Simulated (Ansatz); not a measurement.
Relaxation of CH6Ge (8 atoms, charge 0, multiplicity 1), to a largest force component of 0.03 eV/Å in at most 50 steps.

Level of theory: Ansatz, RKS PBE-D4/def2-SVP.

```xyz
8
Properties=species:S:1:pos:R:3
Ge 0.021 0.199 -1.108
H 1.138 0.055 1.399
H 1.734 -0.100 1.019
H -0.886 1.025 -0.050
C -0.890 -1.558 -0.729
H -1.153 -1.741 0.333
H -1.854 -1.505 -1.289
H -0.321 -2.415 -1.137
```

Question: Where does it end, and by what steps?

Answer: It converged. After 5 steps the energy has fallen by 0.178 eV; H3 moved furthest, 0.45 Å.

```
step  energy less start (eV)  largest force component (eV/Å)  accepted
   0                  0.0000                           1.627       yes
   1                 -0.1048                           0.340       yes
   2                 -0.1659                           0.193       yes
   3                 -0.1441                           0.451        no
   4                 -0.1766                           0.067       yes
   5                 -0.1775                           0.023       yes
```

```xyz
8
Properties=species:S:1:pos:R:3
Ge 0.215 0.184 -0.878
H 0.793 -0.012 1.118
H 1.452 -0.115 0.664
H -0.716 1.048 0.118
C -0.816 -1.545 -0.647
H -1.152 -1.771 0.383
H -1.732 -1.420 -1.267
H -0.254 -2.408 -1.055
```

Time of the run: 12 s on 1 thread of Arm Neoverse V1 (shared host), peak memory 0.13 GiB.
